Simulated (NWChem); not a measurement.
System: sulfuric acid (H₂SO₄); SMILES OS(O)(=O)=O

Input file for NWChem:

```
start job
memory heap 200 mb stack 900 mb global 1100 mb
geometry units angstroms noautoz
  O      0.821928     0.951370     0.806994
  S     -0.191319    -0.000173    -0.001061
  O     -0.853200     0.788207    -1.003759
  O     -0.862057    -0.789230     0.995200
  O      0.830625    -0.950738    -0.799301
  H      1.082782     1.682592     0.224934
  H      1.086593    -1.681661    -0.214690
end
basis spherical
  * library aug-cc-pvdz
end
dft
  xc xpbe96 cpbe96
  iterations 150
  vectors input atomic output neutral.movecs
end
task dft energy
charge 1
dft
  odft
  mult 2
  vectors input atomic output cation.movecs
end
task dft energy
charge -1
dft
  odft
  mult 2
  vectors input atomic output anion.movecs
end
task dft energy
```

All runs use the structure optimised with PBE0/def2-SVP.

Ions are spin-unrestricted doublets at the neutral geometry; other ion states weren't tried.

**Question.** Give the results of this calculation. (PBE/aug-cc-pVDZ, vertical spin-unrestricted ions.) Quantities: vertical ionisation energy, ΔSCF (eV); −ε(HOMO) (eV).

**Answer.** 
```json
{
 "vertical ionisation energy, ΔSCF (eV)": "11.54",
 "−ε(HOMO) (eV)": "7.99"
}
```
